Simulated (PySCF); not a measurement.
B(F)(Br)2, BBr2F, SMILES FB(Br)Br (PBE0/def2-SVP optimised geometry):

```
4

B     -0.448    -0.234     0.000
F     -1.085    -1.379    -0.001
Br     1.453    -0.234     0.000
Br    -1.453     1.379     0.000
```

Calculation: PBE0/def2-TZVP run with PySCF.

Task: What are the frontier orbital energies and the dipole moment?

Result: HOMO-2 -9.51 eV, HOMO-1 -9.05 eV, HOMO -8.64 eV, LUMO -1.35 eV, LUMO+1 0.31 eV; dipole moment 0.33 D.

On the same geometry PySCF with PBE/def2-TZVP gives HOMO-2 -8.13 eV, HOMO-1 -7.77 eV, HOMO -7.32 eV, LUMO -2.27 eV, LUMO+1 -0.62 eV; dipole moment 0.30 D.

Meta-Löwdin charges at PBE0/def2-TZVP: B1 0.32, F2 -0.25, Br3 -0.03, Br4 -0.03.
